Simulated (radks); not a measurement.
Results of a calculation; reference values are marked as such.
Question: Orbital eigenvalues (eV) of neutral palladium, [Kr] 4d10, of relativity; Dirac values are averaged over j with weights 2j + 1. Spin-unpolarised spherical Kohn-Sham, PBE, point nucleus unless stated (finite: rms radius 4.5318 fm), a radial shooting solver on a logarithmic mesh with Libxc functionals. A level marked "c x" has the speed of light scaled by that factor and shares open shells by 2j + 1; other Dirac levels either fill j = l - 1/2 first or share by 2j + 1.

shell  non-rel.
1s       -23434
2s      -3353.0
2p      -3114.1
3s      -601.26
3p      -505.83
3d      -329.72
4s      -78.570
4p      -49.240
4d      -4.1105

Give the values at the level "Dirac, 2j+1 shares, finite nucleus".

Answer: 
shell  Dirac, 2j+1 shares, finite nucleus  change of magnitude (%)
1s                                 -24152                    +3.06
2s                                -3525.3                    +5.14
2p                                -3163.7                    +1.59
3s                                -635.56                    +5.71
3p                                -516.25                    +2.06
3d                                -325.21                    -1.37
4s                                -85.280                    +8.54
4p                                -51.274                    +4.13
4d                                -4.0554                    -1.34
